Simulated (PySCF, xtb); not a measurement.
CTe2, SMILES [Te]=C=[Te].

xtb with GFN2-xTB at its own geometry gives an orbital gap of 2.30 eV and a dipole moment of 0.00 D.

Coordinates come from a B3LYP-D3(BJ)/def2-TZVP optimisation. The def2 effective core potentials stand for the cores of Te; spin–orbit coupling is left out.

What does PBE/def2-TZVPD (PySCF) give? (The exact figures need the calculation; the answer reports its results.)

gap 2.45 eV (levels -5.69 and -3.24 eV), dipole 0.00 D.
